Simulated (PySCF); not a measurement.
## Circular dichroism: `C[C@@H]1CC[Si@@](N)(F)C1`, C5H12FNSi

Geometry:
```tsv
atom	x (Å)	y (Å)	z (Å)
C1	2.315	-0.416	0.914
C2	1.101	-0.433	-0.007
C3	0.792	0.958	-0.569
C4	-0.510	0.888	-1.375
Si5	-1.580	-0.314	-0.378
N6	-2.851	0.433	0.504
F7	-2.141	-1.508	-1.348
C8	-0.162	-0.942	0.706
H9	2.521	-1.413	1.296
H10	2.139	0.247	1.760
H11	3.196	-0.064	0.380
H12	1.308	-1.100	-0.851
H13	0.660	1.651	0.264
H14	1.620	1.322	-1.181
H15	-0.306	0.487	-2.368
H16	-0.930	1.881	-1.512
H17	-3.299	-0.091	1.238
H18	-3.541	0.959	-0.007
H19	-0.127	-2.023	0.825
H20	-0.211	-0.511	1.706
```

Computed with PySCF 2.14.0, TDDFT B3LYP/def2-SVPD circular dichroism and optical rotation, one conformer, gas phase. Geometry: GFN2-xTB.

The molecule is flexible and this is one conformer; a measurement averages over conformers. States above about 7.7 eV (minus the energy of the highest occupied orbital) lie near or above the ionisation threshold and depend on the basis. Singlets 11 and 12 lie within 0.01 eV of each other, so their separate moments and overlaps can depend on how they mix.

Q: What are the CIP labels of the stereocentres?

A: C2 R, Si5 R.

Q: List the lowest 12 singlet excitations with oscillator and rotatory strengths.

A: Rotatory strengths R in 10⁻⁴⁰ esu² cm², velocity form and length form (origin at the centre of mass); f in length form.
```
state  E (eV)  λ (nm)      f  R (velocity)  R (length)                                  main
    1    6.73     184  0.044          -6.1        -5.2      HOMO→LUMO 0.63, HOMO−1→LUMO 0.34
    2    7.00     177  0.010          +5.9        +5.2      HOMO−1→LUMO 0.64, HOMO→LUMO 0.35
    3    7.47     166  0.026         -17.3       -16.0  HOMO→LUMO+1 0.58, HOMO−1→LUMO+1 0.39
    4    7.69     161  0.005          +0.9        +1.1  HOMO−1→LUMO+1 0.57, HOMO→LUMO+1 0.38
    5    7.91     157  0.035          +2.3        +2.4    HOMO→LUMO+2 0.63, HOMO−2→LUMO 0.20
    6    7.98     155  0.006          +9.6        +8.9  HOMO−2→LUMO 0.33, HOMO−1→LUMO+2 0.31
    7    8.03     154  0.002          -4.3        -3.3  HOMO−1→LUMO+2 0.48, HOMO−2→LUMO 0.40
    8    8.10     153  0.001          +2.0        +0.9  HOMO→LUMO+3 0.50, HOMO−1→LUMO+3 0.33
    9    8.14     152  0.005         +11.7       +11.4  HOMO→LUMO+4 0.51, HOMO−1→LUMO+4 0.26
   10    8.27     150  0.015         +18.6       +19.1  HOMO−1→LUMO+4 0.53, HOMO→LUMO+4 0.24
   11    8.32     149  0.031         -37.8       -37.7  HOMO−2→LUMO+1 0.29, HOMO−3→LUMO 0.29
   12    8.32     149  0.005          -9.6        -9.4  HOMO−1→LUMO+3 0.38, HOMO→LUMO+3 0.28
```

Among the states computed, the strongest CD band (largest |R|) is state 11. The largest dissymmetry factor in size, g = 4R/(D+G), with D and G the electric and magnetic dipole strengths, is +0.027 for state 9 (velocity form, f = 0.005), among bands with |R| over 0.5. The mirror image has the same energies and oscillator strengths and all R with the opposite sign.
